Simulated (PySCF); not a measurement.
A calculated (PBE0, PySCF 2.14, x2c-TZVPPall with one added diffuse shell each of s, p, d, f type, scalar relativity by spin-free X2C-1e) atom or ion has these occupied shells.

```json
{"shell": "1s α", "electrons": "1", "orbital energy (eV)": "-7034.3", "rms radius, mean of both spins (bohr)": "0.0675"}
{"shell": "1s β", "electrons": "1", "orbital energy (eV)": "-7034.3", "rms radius, mean of both spins (bohr)": "0.0675"}
{"shell": "2s α", "electrons": "1", "orbital energy (eV)": "-830.69", "rms radius, mean of both spins (bohr)": "0.289"}
{"shell": "2s β", "electrons": "1", "orbital energy (eV)": "-829.18", "rms radius, mean of both spins (bohr)": "0.289"}
{"shell": "2p α", "electrons": "3", "orbital energy (eV)": "-706.22", "rms radius, mean of both spins (bohr)": "0.261"}
{"shell": "2p β", "electrons": "3", "orbital energy (eV)": "-704.95", "rms radius, mean of both spins (bohr)": "0.261"}
{"shell": "3s α", "electrons": "1", "orbital energy (eV)": "-96.321", "rms radius, mean of both spins (bohr)": "0.875"}
{"shell": "3s β", "electrons": "1", "orbital energy (eV)": "-92.333", "rms radius, mean of both spins (bohr)": "0.875"}
{"shell": "3p α", "electrons": "3", "orbital energy (eV)": "-61.041", "rms radius, mean of both spins (bohr)": "0.943"}
{"shell": "3p β", "electrons": "3", "orbital energy (eV)": "-56.772", "rms radius, mean of both spins (bohr)": "0.943"}
{"shell": "3d α", "electrons": "5", "orbital energy (eV)": "-6.553", "rms radius, mean of both spins (bohr)": "1.48"}
{"shell": "4s α", "electrons": "1", "orbital energy (eV)": "-5.264", "rms radius, mean of both spins (bohr)": "3.44"}
{"shell": "3d β", "electrons": "2", "orbital energy (eV)": "-4.152", "rms radius, mean of both spins (bohr)": "1.48"}
```

Task: Name the element and its charge.

Result: Fe (iron, neutral), in [Ar] 3d7 4s1, high-spin 5F determinant (an excited configuration).
